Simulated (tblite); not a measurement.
Isomers of C6H4O3. Computed values, GFN2-xTB/tblite, gas phase, harmonic and unscaled. This tight-binding method is rough: wavenumbers can miss measured ones by several per cent, in bad cases by 10 to 20. One conformer each.

Electronic energies: GFN2-xTB at the same geometries; isomer energies are rough at this level and their order can be wrong.

```tsv
SMILES	electronic energy, lowest = 0 (kJ/mol)
O=Cc1cc(=O)cco1	47.7
C=CC1=CC(=O)OC1=O	0.0
C#CC(=O)C(=C)C(=O)O	201.3
O=Cc1ccc(C=O)o1	39.1
```

Question: How do GFN2-xTB zero-point energies change the relative energies?

Answer: 
```json
{"SMILES": "C=CC1=CC(=O)OC1=O", "ZPE (kJ/mol)": "225.0", "of it from modes above 1550 cm⁻¹": "115.8", "electronic (kJ/mol)": "0.0", "with ZPE, lowest = 0 (kJ/mol)": "0.0", "lowest mode (cm⁻¹)": "74", "rings": "1"}
{"SMILES": "O=Cc1ccc(C=O)o1", "ZPE (kJ/mol)": "223.8", "of it from modes above 1550 cm⁻¹": "92.5", "electronic (kJ/mol)": "39.1", "with ZPE, lowest = 0 (kJ/mol)": "37.9", "lowest mode (cm⁻¹)": "81", "rings": "1"}
{"SMILES": "O=Cc1cc(=O)cco1", "ZPE (kJ/mol)": "225.0", "of it from modes above 1550 cm⁻¹": "112.4", "electronic (kJ/mol)": "47.7", "with ZPE, lowest = 0 (kJ/mol)": "47.7", "lowest mode (cm⁻¹)": "102", "rings": "1"}
{"SMILES": "C#CC(=O)C(=C)C(=O)O", "ZPE (kJ/mol)": "216.2", "of it from modes above 1550 cm⁻¹": "122.2", "electronic (kJ/mol)": "201.3", "with ZPE, lowest = 0 (kJ/mol)": "192.4", "lowest mode (cm⁻¹)": "34", "rings": "0"}
```

The zero-point energies span 8.8 kJ/mol, from `C#CC(=O)C(=C)C(=O)O` to `C=CC1=CC(=O)OC1=O`. The order is unchanged.

Question: What do entropy and thermal enthalpy add at 298.15 K and 1 bar (rigid rotor, harmonic oscillator, one conformer each)?

Answer: 
| SMILES | point group | symmetry number | S (J/(mol K)) | H − H(0) (kJ/mol) | ZPE + H − H(0) − TS (kJ/mol) |
| --- | --- | --- | --- | --- | --- |
| C=CC1=CC(=O)OC1=O | Cs | 1 | 364.4 | 22.82 | 139.2 |
| O=Cc1ccc(C=O)o1 | C2v | 2 | 362.2 | 23.13 | 139.0 |
| O=Cc1cc(=O)cco1 | Cs | 1 | 361.4 | 22.35 | 139.6 |
| C#CC(=O)C(=C)C(=O)O | C1 | 1 | 403.4 | 26.96 | 122.9 |
